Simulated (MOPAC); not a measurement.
MOPAC input (MNDO):

```
MNDO 1SCF UHF MS=0.5 GEO-OK AUX(PRECISION=9) THREADS=1
CNO

N    -0.00000000 1   -0.00000000 1   -1.26217169 1
C    -0.00000000 1   -0.00000000 1   -0.04055002 1
O     0.00000000 1    0.00000000 1    1.13481274 1
```

From the last part of the output:

```
                                                       MOPAC v23.2.5 Linux

          FINAL HEAT OF FORMATION =         32.89505 KCAL/MOL =     137.63290 KJ/MOL

          COSMO AREA              =         68.80 SQUARE ANGSTROMS
          COSMO VOLUME            =         50.44 CUBIC ANGSTROMS

          IONIZATION POTENTIAL    =         11.256908 EV
          ALPHA SOMO LUMO (EV)    =        -11.940  0.726
          BETA  SOMO LUMO (EV)    =        -11.257 -2.464
          NO. OF ALPHA ELECTRONS  =          8
          NO. OF BETA  ELECTRONS  =          7
          MOLECULAR WEIGHT        =         42.0171         POINT GROUP:  C*v

          MOLECULAR DIMENSIONS (Angstroms)

            Atom       Atom       Distance
            O     3    N     1     2.39698
            O     3    N     1     0.00000
            N     1    C     2     0.00000

          SCF CALCULATIONS        =          1

   ATOM   CHEMICAL          X               Y               Z
  NUMBER   SYMBOL      (ANGSTROMS)     (ANGSTROMS)     (ANGSTROMS)

     1       N         -0.00000000  *  -0.00000000  *  -1.26217169  *
     2       C         -0.00000000  *  -0.00000000  *  -0.04055002  *
     3       O          0.00000000  *   0.00000000  *   1.13481274  *

                             CARTESIAN COORDINATES

   1    N       -0.000000000    -0.000000000    -1.262171690
   2    C       -0.000000000    -0.000000000    -0.040550020
   3    O        0.000000000     0.000000000     1.134812740

           Empirical Formula: C N O  =     3 atoms

      MOLECULAR POINT GROUP   :   C*v

          ALPHA EIGENVALUES
 -45.66910 -36.31356 -20.61101 -17.79982 -17.31132 -16.10916 -12.78857 -11.94007
   0.72616   1.00066   3.50194   7.01746

           BETA EIGENVALUES
 -44.79533 -34.81515 -19.92943 -17.21776 -15.89313 -15.13458 -11.25691  -2.46446
   1.09291   2.46325   3.70381   7.28119

              NET ATOMIC CHARGES AND DIPOLE CONTRIBUTIONS

  ATOM NO.   TYPE          CHARGE      No. of ELECS.   s-Pop       p-Pop
    1          N          -0.100902        5.1009     1.86059     3.24031
    2          C           0.186504        3.8135     1.23633     2.57717
    3          O          -0.085602        6.0856     1.87007     4.21554
 DIPOLE           X         Y         Z       TOTAL
 POINT-CHG.     0.000     0.000     0.109     0.109
 HYBRID         0.000    -0.000     0.579     0.579
 SUM            0.000    -0.000     0.688     0.688

          ATOMIC ORBITAL ELECTRON POPULATIONS

     Atom    s        px        py        pz
    1  N   1.86059   1.38943   0.85936   0.99152
    2  C   1.23633   0.85398   0.84219   0.88099
    3  O   1.87007   1.75659   1.29844   1.16050

                    (SZ)    =    0.500000
                    (S**2)  =    0.809365

          ATOMIC ORBITAL SPIN POPULATIONS

    Atom   Total    s     px     py     pz
         Atomic
    1  N  0.8467  0.010  0.104  0.720  0.013
    2  C -0.2732 -0.020 -0.081 -0.157 -0.016
    3  O  0.4265  0.006 -0.023  0.437  0.006

 **********************
 *                    *
 * JOB ENDED NORMALLY *
 *                    *
 **********************

 == MOPAC DONE ==
```
